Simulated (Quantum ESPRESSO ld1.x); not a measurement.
Question: Te2+, configuration [Kr] 4d10 5s2 5p(up 2, down 0). Method: scalar-relativistic Kohn-Sham, LDA (Slater exchange, Perdew-Wang correlation), spin-polarised, spherical densities, point nucleus; computed with ld1.x of Quantum ESPRESSO 7.5. Some entries of the table are withheld. Estimate them.

| orbital | occ. | eigenvalue (eV) | r(max) (bohr) |
|---|---|---|---|
| 1s up | 1 | -31613.198 | 0.018 |
| 1s down | 1 | -31613.124 | 0.018 |
| 2s up | 1 | -4865.418 | 0.102 |
| 2s down | 1 | -4865.379 | 0.102 |
| 2p up | 3 | -4372.180 | 0.081 |
| 2p down | 3 | -4372.121 | 0.081 |
| 3s up | 1 | -983.385 | 0.292 |
| 3s down | 1 | -983.318 | 0.292 |
| 3p up | 3 | -823.035 | 0.287 |
| 3p down | 3 | -822.962 | 0.287 |
| 3d up | 5 | -579.863 | 0.237 |
| 3d down | 5 | -579.795 | 0.237 |
| 4s up | 1 | -183.492 | 0.698 |
| 4s down | 1 | -183.345 | 0.698 |
| 4p up | 3 | -133.685 | 0.738 |
| 4p down | 3 | -133.518 | 0.738 |
| 4d up | 5 | -61.158 | (1) |
| 4d down | 5 | -60.866 | (2) |
| 5s up | 1 | -33.657 | 1.75 |
| 5s down | 1 | -32.232 | 1.74 |
| 5p up | 2 | -23.193 | (3) |
| 5p down | 0 | -21.710 | (4) |

Answer: 
(1) 4d up r(max) (bohr): 0.813
(2) 4d down r(max) (bohr): 0.813
(3) 5p up r(max) (bohr): 2.04
(4) 5p down r(max) (bohr): 2.02
